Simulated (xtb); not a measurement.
CH₂F, doublet, geometry from GFN2-xTB. Base run: GFN0-xTB (xtb).

Input for xtb:
```
$ xtb mol.xyz --gfn 0 --uhf 1 --json

# file mol.xyz
4

C     -0.64566325     0.05423353     0.06571365
F      0.67813264    -0.05693569    -0.03196981
H     -1.19444638    -0.85777853    -0.05263065
H     -1.03476786     1.04479852    -0.05392294
```

Variants of this job, named by their change:

```csv
change,ΔE vs base (kJ/mol)
base,0.00
acc = 0.1,0.00
file = coord,0.00
etemp = 3000,-0.47
```
